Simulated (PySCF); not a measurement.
Species: C₈H₅OS (charge -1).
Cartesian coordinates in Å at the GFN2-xTB level; atoms count from 1:
```
atom  x, y, z in Å
C1    -3.1064   -1.3982   -0.2054
C2    -2.0441   -0.8392   -0.1246
C3    -0.8080   -0.1674   -0.0314
C4    -0.7853    1.2244    0.1068
C5     0.3996    1.9186    0.1983
C6     1.6107    1.2265    0.1514
C7     1.6054   -0.1368    0.0162
S8     3.0274   -1.1696   -0.0622
C9     0.3973   -0.9085   -0.0813
O10    0.4887   -2.1787   -0.2044
H11   -4.0229   -1.9052   -0.2748
H12   -1.7321    1.7526    0.1393
H13    0.3996    2.9964    0.3069
H14    2.5494    1.7611    0.2206
H15    2.0162   -2.1681   -0.1772
```

NICS is the negative of the GIAO shielding at a point without a nucleus: at the ring centre (0) and 1 Å above and below it (1); zz is the component along the ring normal. Level: GIAO PBE0/pcSseg-1 (PySCF, non-relativistic, gas phase) on the GFN2-xTB geometry, one conformer.

Ring bond lengths (Å), with Mayer bond orders in brackets: C3–C4 1.399 (1.38), C4–C5 1.376 (1.49), C5–C6 1.396 (1.34), C6–C7 1.370 (1.46), C7–C9 1.437 (1.11), C9–C3 1.416 (1.22).

Problem. Give the NICS values of each ring in ppm.

Solution. 
```json
{"ring": "C3–C4–C5–C6–C7–C9", "type": "6-membered carbocycle; formal bonds all aromatic", "NICS(0)": "-6.4", "NICS(1), two faces": "-8.4 / -8.4", "NICS(1)zz, two faces": "-18.1 / -18.1", "rms pucker (Å)": "0.00", "centre to ring atoms, mean (Å)": "1.40"}
```

Problem. What can be read from them?

Solution. 
- C3–C4–C5–C6–C7–C9: mean NICS(1)zz -18.1 ppm, shielded.

Problem. And the bond-length index? HOMA = 1 − mean of α(R − Ropt)² over the ring bonds, with Krygowski's 1993 parameters (CC: Ropt 1.388 Å, α 257.7 Å⁻²).

Solution. 
- C3–C4–C5–C6–C7–C9: HOMA 0.84 = 1 − EN − GEO, with mean bond length 1.399 Å, EN = α(Ropt − mean)² = 0.031 and GEO = α × variance = 0.132.

Problem. Give the inner angles of the rings and the Hirshfeld charges of the ring atoms.

Solution. 
- C3–C4–C5–C6–C7–C9: C3 120.7° (-0.057 e), C4 121.5° (-0.085 e), C5 119.7° (-0.116 e), C6 119.6° (-0.095 e), C7 123.0° (-0.060 e), C9 115.6° (+0.055 e); sum 720.0° against 720° for a flat convex ring.

On one thread, Arm Neoverse V2 (aarch64), no GPU, shared host with 32 logical CPUs at a one-minute load of 11, this took 38 s of wall time (grids of density and orbitals included) and 0.94 GiB of memory at its peak. This is the whole shielding run at PBE0/pcSseg-1, SCF included.
